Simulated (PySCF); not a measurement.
Geometry:
```json
{"atom": "Si1", "x (Å)": "-0.196", "y (Å)": "0.251", "z (Å)": "-0.146"}
{"atom": "C2", "x (Å)": "-0.049", "y (Å)": "0.539", "z (Å)": "1.701"}
{"atom": "C3", "x (Å)": "-0.785", "y (Å)": "-0.133", "z (Å)": "2.594"}
{"atom": "H4", "x (Å)": "0.638", "y (Å)": "1.312", "z (Å)": "2.071"}
{"atom": "H5", "x (Å)": "-1.493", "y (Å)": "-0.905", "z (Å)": "2.270"}
{"atom": "H6", "x (Å)": "-0.721", "y (Å)": "0.055", "z (Å)": "3.672"}
{"atom": "C7", "x (Å)": "1.526", "y (Å)": "0.249", "z (Å)": "-0.890"}
{"atom": "C8", "x (Å)": "2.659", "y (Å)": "0.194", "z (Å)": "-0.178"}
{"atom": "H9", "x (Å)": "1.616", "y (Å)": "0.235", "z (Å)": "-1.986"}
{"atom": "H10", "x (Å)": "2.649", "y (Å)": "0.190", "z (Å)": "0.918"}
{"atom": "H11", "x (Å)": "3.648", "y (Å)": "0.145", "z (Å)": "-0.648"}
{"atom": "C12", "x (Å)": "-1.225", "y (Å)": "1.583", "z (Å)": "-0.963"}
{"atom": "C13", "x (Å)": "-0.729", "y (Å)": "2.523", "z (Å)": "-1.776"}
{"atom": "H14", "x (Å)": "-2.302", "y (Å)": "1.609", "z (Å)": "-0.742"}
{"atom": "H15", "x (Å)": "0.338", "y (Å)": "2.562", "z (Å)": "-2.026"}
{"atom": "H16", "x (Å)": "-1.357", "y (Å)": "3.301", "z (Å)": "-2.224"}
{"atom": "N17", "x (Å)": "-1.050", "y (Å)": "-1.240", "z (Å)": "-0.404"}
{"atom": "C18", "x (Å)": "-0.515", "y (Å)": "-2.544", "z (Å)": "-0.092"}
{"atom": "H19", "x (Å)": "-1.734", "y (Å)": "-1.245", "z (Å)": "-1.153"}
{"atom": "H20", "x (Å)": "0.066", "y (Å)": "-3.001", "z (Å)": "-0.916"}
{"atom": "H21", "x (Å)": "0.162", "y (Å)": "-2.471", "z (Å)": "0.773"}
{"atom": "H22", "x (Å)": "-1.312", "y (Å)": "-3.254", "z (Å)": "0.188"}
```

Geometry: PBE0-D3(BJ)/def2-SVP; GIAO shifts from PySCF 2.14.0 with density-fitted response routines, gas phase, non-relativistic, averaged over equivalent atoms.

At B3LYP/pcSseg-1 (225 basis functions):
```tsv
atoms	δ (ppm)
Si1	-25.1
C2/C7/C12	144.6
C3/C8/C13	144.2
C18	30.5
H5/H6/H10/H11/H15/H16	6.22
H4/H9/H14	6.18
H20/H21/H22	2.58
H19	-0.32
N17	21.5
```

Chemical shifts δ = σref − σ; TMS for 29Si (337.86 ppm), 13C (179.24 ppm), 1H (31.38 ppm); 15N (263.54 ppm) vs NH3, all at this level.

Problem. What do these become at PBE0/pcSseg-1?

Solution. 
```
                atoms  δ at PBE0/pcSseg-1  change
                  Si1               -22.6    +2.5
            C2/C7/C12               143.8    -0.8
            C3/C8/C13               145.5    +1.3
                  C18                29.8    -0.7
H5/H6/H10/H11/H15/H16                6.37   +0.15
            H4/H9/H14                6.30   +0.12
          H20/H21/H22                2.54   -0.04
                  H19               -0.29   +0.03
                  N17                17.6    -3.9
```

References, each an isolated molecule treated in the same way: 29Si (σref 351.99), 13C (σref 184.41), 1H (σref 31.27) against TMS; 15N (σref 265.67) against NH3.

The largest change is at N17 (nitrogen bonded to C, Si, H). Cost: 225 basis functions. The order of the carbon signals changes between the two levels.

Experimental scales use liquid or dissolved standards, which lie at an offset from isolated NH3 (liquid NH3: subtract about 20 ppm).
